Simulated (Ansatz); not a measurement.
Gas-phase electronic energies from Ansatz, PBE0-D4/def2-TZVP geometries. CCSD(T)/CBS adds triple-zeta CCSD(T) − MP2 to the extrapolated MP2 energy (def2 sets, frozen cores). This one scheme is used for every species. DFT in def2-TZVPP. Each species was taken in one conformer, which may not be the lowest.

`BO[Si](C)(F)S` → `BOC` + `F[Si]S`  (silylene formation by 1,1-elimination)

```json
{"level": "PBE0-D4", "ΔE (kJ/mol)": "349.3"}
{"level": "B2PLYP", "ΔE (kJ/mol)": "336.1"}
{"level": "HF/def2-TZVPP", "ΔE (kJ/mol)": "350.2"}
{"level": "CCSD/def2-TZVPP", "ΔE (kJ/mol)": "348.4"}
{"level": "HF/def2-QZVPP", "ΔE (kJ/mol)": "351.5"}
{"level": "SCS-MP2/def2-QZVPP", "ΔE (kJ/mol)": "359.4"}
{"level": "HF/CBS(def2)", "ΔE (kJ/mol)": "351.6"}
{"level": "CCSD/CBS(def2)", "ΔE (kJ/mol)": "355.7"}
```

(1) What does CCSD(T)/CBS give? (An estimate is asked.)

Largest T1 diagnostic among the species: 0.015.

Answers

(1) Computed: +354.1 kJ/mol. The listed levels differ from it by -4.8, -18.0, -3.9, -5.7, -2.6, 5.3, -2.5, 1.6 kJ/mol.

From PBE to PBE0 (25 % exact exchange), in def2-TZVPP and without D4, ΔE moves by +28.0 kJ/mol. The D4 term adds +20.5 kJ/mol with B3LYP and +11.5 kJ/mol with PBE0; it sums over pairs of atoms, weighted by their polarisabilities, and B3LYP, whose exchange is more repulsive, gets the larger term.

B3LYP here is the variant with VWN-RPA as its local correlation; programs differ in this.
